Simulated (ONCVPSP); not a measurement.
**Sb (Z = 51): one change to an ONCV potential, before and after**

```
Element                 : antimony
Generator               : ONCVPSP 4.0.1
Type                    : optimised norm-conserving Vanderbilt (ONCV)
Functional              : PBEsol
Relativity              : fully relativistic
Frozen core             : [Kr] 4d10
Valence charge          : 5
Reference configuration : 5s2 5p2.75 (charge +0.25)
Partial waves           : 5s: rc 1.90 bohr, ncon 3, nbas 8, qcut 3 1/bohr, 1 projector; 5p: rc 2.45 bohr, ncon 3, nbas 7, qcut 2.8 1/bohr, 2 projectors, debl 3.3 Ha
Local potential         : polynomial inside 1.70 bohr (lpopt 5, dvloc0 4 Ha)
Core correction         : none
```

Open shells are filled in proportion to 2j + 1.

Change: local potential polynomial inside 1.60 bohr (lpopt 5, dvloc0 0 Ha).

Cutoffs: the cutoffs (Ha) at which the residual kinetic energy of the hardest occupied pseudo-wave falls to 1 and 0.1 mHa per electron; they do not see the model core or the augmentation charge, which bear on the density cutoff. Errors are all-electron minus pseudo energies relative to the spin-unpolarised reference configuration.

Q: Predict the effect on cutoff, ghosts and configuration errors.

A: The potential gets neither clearly harder nor softer (21 Ha and 55 Ha → 21 Ha and 55 Ha); a bound ghost appears in s, which as a rule spoils a file; of the 4 tests that both files solve, the error grows in 2 and shrinks in 0 by more than 15 % and 0.3 meV (median size 8.7 → 8.4 meV); the range in which the s phases agree widens (upper end 0.5 → 2.7); the range in which the p3/2 phases agree narrows (upper end 4.9 → 3.8). In the separable form a ghost depends on how the local part lies against the semilocal potential of the channel, so the choice of the local part can create or remove one.

| quantity | base | changed |
| --- | --- | --- |
| cutoff, loose | 21 Ha | 21 Ha |
| cutoff, tight | 55 Ha | 55 Ha |
| bound ghosts | none | s |
| GHOST(+) flags under 300 eV | none | p3/2 at 111.2 eV, p1/2 at 115.0 eV |
| error for 5s2 5p3, meV [ΔE -1.42 eV] | -0.5 | -0.5 |
| error for 5s2 5p2, meV [ΔE 6.94 eV] | -2.6 | -3.8 |
| error for 5s2 5p1, meV [ΔE 22.97 eV] | -25 | -37 |
| error for 5s1 5p3, meV [ΔE 15.67 eV] | +15 | +13 |
| s: phases at 1.93 bohr within 0.05 rad from the reference energy up to (Ha; the scan ends near 5) | 0.5 | 2.7 |
| p3/2: phases at 2.48 bohr within 0.05 rad from the reference energy up to (Ha; the scan ends near 5) | 4.9 | 3.8 |
| p1/2: phases at 2.48 bohr within 0.05 rad from the reference energy up to (Ha; the scan ends near 5) | 5.0 | 3.9 |

 A true bound ghost makes a file unfit for plane-wave use even where its test errors are small: the radial tests pick states by their node count and pass the ghost by.
